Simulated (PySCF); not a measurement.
**Deuteron quadrupole couplings in `C=C[SiH2]P([SiH3])[SiH2]F`**

C2H10FPSi3.
Numbering: `[CH2:1]=[CH:2][SiH2:3][P:4]([SiH3:5])[SiH2:6][F:7]` (hydrogens: H8, H9 on C1; H10 on C2; H11, H12 on Si3; H13, H14, H15 on Si5; H16, H17 on Si6)

Cartesian coordinates in Å at the GFN2-xTB level; atoms count from 1:
```xyz
17
C2H10FPSi3 angstrom
C      3.023    0.371   -0.766
C      2.220   -0.677   -0.669
Si     0.857   -0.880    0.609
P     -1.061   -0.717   -0.531
Si    -2.607   -0.855    1.071
Si    -1.045    1.457   -0.956
F     -2.488    1.835   -1.557
H      2.972    1.191   -0.067
H      3.770    0.461   -1.540
H      2.316   -1.470   -1.403
H      0.994    0.133    1.665
H      0.874   -2.219    1.205
H     -2.368    0.076    2.179
H     -3.895   -0.569    0.448
H     -2.551   -2.228    1.568
H     -0.927    2.349    0.193
H     -0.092    1.755   -2.013
```

Level: PBE0/pcSseg-1 (PySCF, non-relativistic); Q(2H) = 0.00286 b; rigid geometry, the same for H and D, with no vibrational averaging.

Question: Rank these positions by the coupling χzz of a deuteron there, largest first.
A. H10 (vinylic hydrogen)
B. H8 (vinylic hydrogen)
C. H12 (Si–H hydrogen)

Answer: B (222 kHz), A (218 kHz), C (108 kHz).

Q: What are Vzz, η and χzz (234.96 MHz × Q × Vzz) at all hydrogens?

A: 
```tsv
atom	bonded to	bond length (Å)	Vzz (au)	η	χzz (kHz)
H8	C1	1.078	0.3311	0.04	222
H9	C1	1.080	0.3299	0.03	222
H10	C2	1.084	0.3241	0.04	218
H11	Si3	1.470	0.1581	0.01	106
H12	Si3	1.466	0.1608	0.01	108
H13	Si5	1.467	0.1599	0.01	107
H14	Si5	1.459	0.1649	0.01	111
H15	Si5	1.462	0.1641	0.01	110
H16	Si6	1.459	0.1615	0.01	109
H17	Si6	1.454	0.1654	0.02	111
```

Q: Average by the element that carries the hydrogen.

A: on C: 221 kHz over 3 positions, mean bond length 1.081 Å; on Si: 109 kHz over 7 positions, mean bond length 1.462 Å.

Q: How does χzz go with the bond length over the 7 Si–H bonds?

A: A straight-line fit has a slope of -3.1 kHz for each 0.01 Å, with a correlation coefficient of -0.89, over lengths from 1.454 to 1.470 Å. The longer bonds have the smaller couplings here.

Isolated species at its GFN2-xTB geometry (one conformer only). GFN2-xTB bond lengths can be off by several hundredths of an ångström, more for odd bonds, and the gradients follow them. A larger basis could move these couplings by a tenth or more.
